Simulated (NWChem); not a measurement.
Species: BGeH3ClF; SMILES F[B](Cl)[GeH3]

Results from NWChem. Medium grid unless said otherwise, to which SCAN and Minnesota functionals are sensitive. The geometry was optimised at PBE0/def2-SVP.

Problem. Order these by “orbital gap (eV)”, lowest first: revPBE/def2-SVP; PW6B95/def2-SVP; SCAN/def2-SVP; B3LYP/def2-SVP; TPSSh/def2-SVP.

Solution. revPBE/def2-SVP (4.90), SCAN/def2-SVP (5.40), TPSSh/def2-SVP (5.99), B3LYP/def2-SVP (6.66), PW6B95/def2-SVP (7.15)
